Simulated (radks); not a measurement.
Results of a calculation; reference values are marked as such.
Excited configurations of Pt69+: one electron is placed in a higher orbital outside [He] 2s2 2p4. The ground configuration is [He] 2s2 2p5. Level of theory: scalar-relativistic Kohn-Sham, LDA (Slater exchange, Perdew-Wang correlation), spin-polarised, spherical densities, point nucleus; open shells are filled with parallel spins first (spin-orbit coupling, left out, can overturn this in heavy ions) (a radial shooting solver on a logarithmic mesh with Libxc functionals). Excitation = E - E(ground); binding = E(ion) - E, where the ion is the core of charge +70; n* = 70/sqrt(2 binding) in atomic units. These energies are relativistic, and a one-electron ion of charge +70 with no core already has n* below n in this formula (scalar-relativistic equation, point nucleus: 3s 2.894, 3p 2.946, 4s 3.885, 4p 3.937, 5s 4.880, 6p 5.929, 6d 5.964, 6f 5.979, 7s 6.874, 7d 6.961). The quantum defect is therefore taken as that value minus n*, so that it holds no relativistic shift of the bare ion.

| outer orbital | excitation (eV) | binding (eV) | quantum defect | eigenvalue (eV) |
|---|---|---|---|---|
| 3s | 9905.7 | 8500.1 | 0.093 | -8443.2 |
| 3p | 10418.7 | 7987.1 | 0.056 | -7928.2 |
| 4s | 13767.6 | 4638.2 | 0.094 | -4609.3 |
| 4p | 13978.5 | 4427.2 | 0.057 | -4398.3 |
| 5s | 15494.5 | 2911.2 | 0.094 | -2893.9 |
| 6p | 16471.5 | 1934.3 | 0.058 | -1922.7 |
| 6d | 16514.9 | 1890.9 | 0.026 | -1879.0 |
| 6f | 16535.3 | 1870.5 | 0.009 | -1857.8 |
| 7s | 16954.5 | 1451.2 | 0.096 | -1442.9 |
| 7d | 17019.2 | 1386.5 | 0.027 | -1378.1 |

The Delta-SCF ionisation energy is 18405.8 eV (NIST Atomic Spectra Database: 17890 eV, theoretical). Self-interaction in the functional shifts the binding energies and quantum defects, so they are the method's values and not measured ones. Open shells are spherical and high-spin; term and fine-structure splittings are not resolved. Spin-orbit splitting is averaged out at the scalar-relativistic level.
